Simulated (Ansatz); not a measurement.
Input for Ansatz (an electronic-structure program): U-CAM-B3LYP/def2-TZVPP on H, 2S+1 = 2.

Ansatz 0.2 input:
```yaml
crystal:
  periodic: [false, false, false]
  atoms:
    - {symbol: H, position_ang: [0.00000000, 0.00000000, 0.00000000]}
basis:
  gaussian:
    orbitals: def2-TZVPP
hamiltonian:
  xc: {name: CAM-B3LYP}
magnetization: {spin_polarized: true, initial_magnetization: 1}
scf: {lower_state_search: full}
```

Problem. Predict the final total energy.

Solution. -0.4988 hartree.
